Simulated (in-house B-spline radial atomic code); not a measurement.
## Ionising Si with different functionals

Computed with a radial B-spline atomic code at the basis-set limit: four-component Dirac-Coulomb Hamiltonian, Fermi nucleus of rms radius 3.1224 fm, spin-restricted, spherical fractional occupations for the functionals, and exact exchange of hybrids averaged over the configuration. The ionisation energy is the difference of two self-consistent energies, [Ne] 3s2 3p2 → [Ne] 3s2 3p1, without Breit or QED terms; ε is the level of the shell that loses the electron (mean over j). The electron is taken from both j subshells in proportion to 2j + 1, so the result is a j average, not the step between ground levels.

| method | rung | ΔSCF (eV) | -ε(3p) (eV) |
| --- | --- | --- | --- |
| BHandHLYP | global hybrid | ? | ? |
| PBE0 | global hybrid | 7.77 | 5.14 |
| B3LYP | global hybrid | 7.77 | 4.91 |
| wB97X | range-separated hybrid | ? | ? |

Problem. What does wB97X give?

Solution. ΔSCF 7.77 eV, and -ε(3p) = 7.42 eV.

Problem. What does BHandHLYP give?

Solution. ΔSCF 7.66 eV, and -ε(3p) = 6.04 eV.

Problem. Among the functionals, which spreads more, the ΔSCF values or the orbital energies?

Solution. The orbital energies: ΔSCF values span about 0.12 eV and the orbital energies 2.50 eV; here energy differences depend much less on the functional than eigenvalues do.

Problem. How do they compare with the NIST value?

Solution. NIST lists 8.152 eV (measured, ground level to ground level). Errors run from -0.50 to -0.38 eV; PBE0 is closest (-0.38 eV), but part of that can be cancellation, since the calculations leave out Breit-QED terms, spin polarisation, the choice among j levels, multiplet and fine-structure energies.
